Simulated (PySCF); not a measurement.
# Computed structure and properties of [BiF4]+

System: [BiF4]+ (singlet); start: template (Td). Method: PySCF 2.14.0, RKS TPSS, Bi def2-SVP with ECP60, F def2-SVP; non-relativistic Hamiltonian with scalar-relativistic core potentials where named; density fitting; no spin-orbit coupling.

Input of the relaxation:

```python
mol = gto.M(atom='''
Bi     0.00000     0.00000     0.00000
F      1.13210     1.13210     1.13210
F     -1.13210    -1.13210     1.13210
F      1.13210    -1.13210    -1.13210
F     -1.13210     1.13210    -1.13210''',
    basis={'Bi': 'def2-SVP', 'F': 'def2-SVP'},
    ecp={'Bi': 'def2-SVP'},
    charge=1, spin=0)
mf = dft.RKS(mol, xc='TPSS')
mf.grids.atom_grid = (50, 194)
mf = mf.density_fit()  # fitting sets: Bi def2-universal-JKFIT, F def2-universal-JKFIT
mf.conv_tol = 1e-08; mf.max_cycle = 55
mf.kernel(dm0)  # dm0: converged density of the start geometry
# quasi-Newton relaxation in Cartesian coordinates to a largest gradient under 0.00045 Eh/bohr, steps kept in the point group
```

Run from Python with OMP_NUM_THREADS=2; the lines above give its settings. Where DIIS fails, smearing, a level shift and second-order steps follow.
It took 8.5 s on 2 threads of Arm Neoverse V1, with other jobs on the host, from the converged density of the start.

Course of the relaxation:

```csv
step,energy above end (eV),largest force component within the symmetry (eV/Å)
0,0.0707,0.550
1,0.0021,0.091
2,0.0000,0.008
3,0.0000,0.000
```

Relaxed geometry (Td):

```xyz
5

Bi    0.0000    0.0000    0.0000
F     1.1535    1.1535    1.1535
F    -1.1535   -1.1535    1.1535
F     1.1535   -1.1535   -1.1535
F    -1.1535    1.1535   -1.1535
```

```tsv
contact	Å
Bi1–F2 (F)	1.998
Bi1–F3 (F)	1.998
Bi1–F4 (F)	1.998
Bi1–F5 (F)	1.998
```

On the finer grid (75, 302):

* HOMO: -16.83 eV
* LUMO: -14.39 eV
* Dipole about the centre of mass: 0.00 D
* Set of Mulliken populations of Bi1 outside the core potential: s 3.46, p 7.36, d 10.35
* D3(BJ) dispersion energy (not in the energies): -0.095 eV

```csv
atom,Mulliken (e),Löwdin (e),spin (e)
Bi1,1.82,1.50,0.00
F2,-0.21,-0.13,0.00
F3,-0.21,-0.13,0.00
F4,-0.21,-0.13,0.00
F5,-0.21,-0.13,0.00
```

No frequency check is given for this geometry.

Taking off one F (charge -1, singlet; the rest: singlet) in vacuum, both parts rigid, costs 20.30 eV; the small basis without counterpoise inflates it. Most of it is the attraction of opposite charges; other ways to part are cheaper, and one spin state was tried for the rest.

Rigid scan of F along the line from its metal:

distance to F2 (Å), energy (eV) and a bar:
```
     1.70      1.810 ##############################
     1.80      0.667 ###########
     1.90      0.141 ##
     2.00      0.000 
     2.10      0.100 ##
     2.20      0.332 #####
     2.40      0.960 ################
```

One start shape was tried, so this needn't be the lowest isomer.
